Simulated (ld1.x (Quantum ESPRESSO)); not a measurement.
## Cutoff test, argon, ultrasoft

```
Element                 : Ar (Z = 18)
Generator               : ld1.x (Quantum ESPRESSO) 7.5
Type                    : ultrasoft
Functional              : PBEsol
Relativity              : scalar-relativistic
Frozen core             : [Ne]
Valence charge          : 8
Reference configuration : 3s2 3p5.5 (charge +0.5)
Partial waves           : 3s (bound): rcut 1.05, rcutus 1.30 bohr; 3s channel at -1.7 Ry: rcut 1.05, rcutus 1.30 bohr; 3p (bound): rcut 0.95, rcutus 1.10 bohr; 3p channel at 0.5 Ry: rcut 0.95, rcutus 1.10 bohr
Local potential         : all-electron potential smoothed inside 1.25 bohr (lloc = -1)
Core correction         : Bessel-smoothed model core inside 1.05 bohr
Augmentation charge     : PSQ, radius 0.80 bohr
```

The pseudo-atom Hamiltonian at the reference potential is diagonalised in spherical Bessel functions j_l(qr) that vanish at 20 bohr, with q² up to the cutoff. All-electron valence levels (Ry): 3s -2.2193, 3p -1.1721.

Q: How do the lowest levels (Ry) of each channel move with the cutoff, and are there ghosts?

A:

```
cutoff (Ry)     s #1     p #1     p #2     d #1    d #2    f #1    f #2  Σ f·Δε (mRy)
          8  -2.2129  -1.0253  -0.0802  -0.0198  0.0532  0.0418  0.1644         823.1
         15  -2.2154  -1.1637  -0.0874  -0.0210  0.0495  0.0418  0.1644          56.6
         30  -2.2192  -1.1715  -0.0879  -0.0220  0.0469  0.0418  0.1644           6.2
         45  -2.2195  -1.1722  -0.0879  -0.0221  0.0465  0.0418  0.1644           1.9
         70  -2.2196  -1.1723  -0.0879  -0.0222  0.0465  0.0418  0.1644           1.1
        100  -2.2196  -1.1724  -0.0879  -0.0222  0.0465  0.0418  0.1644           0.3
        400  -2.2197  -1.1725  -0.0879  -0.0222  0.0465  0.0418  0.1644           0.0
```

Result: no extra level below or beside the all-electron valence levels (s, p, d, f tested); 10 mRy is reached at 21 Ry and 1 mRy at 80 Ry.
